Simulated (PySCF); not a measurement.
thiolane (C4H8S), SMILES C1CCSC1. Geometry: PBE-D3(BJ)/def2-SVP. One conformer was computed; it need not be the lowest.

Calculation: PBE-D3(BJ)/def2-SVP in PySCF.

Harmonic wavenumbers (cm⁻¹): 114, 290, 467, 503, 661, 672, 806, 855, 874, 884, 954, 996, 1024, 1026, 1115, 1162, 1190, 1226, 1245, 1280, 1308, 1400, 1402, 1414, 1430, 2978, 2978, 2985, 2985, 3031, 3039, 3054, 3055. Rotational constants (GHz): 5.952, 4.294, 2.755; symmetry number 2.

Task: Work out the zero-point energy and the ideal-gas rigid-rotor harmonic-oscillator thermochemistry at 298.15 K and 1 atm.

Result: ZPE = ½ Σ hcν = ½ × 48404 cm⁻¹ = 69.20 kcal/mol. H − E(el) = 73.08 kcal/mol. Entropy in cal/(mol K): translation 39.34, rotation 24.55, vibration 8.16, total 72.05. G − E(el) = 51.60 kcal/mol. Cp = 21.50 cal/(mol K). Modes under 150 cm⁻¹ make the vibrational entropy uncertain.
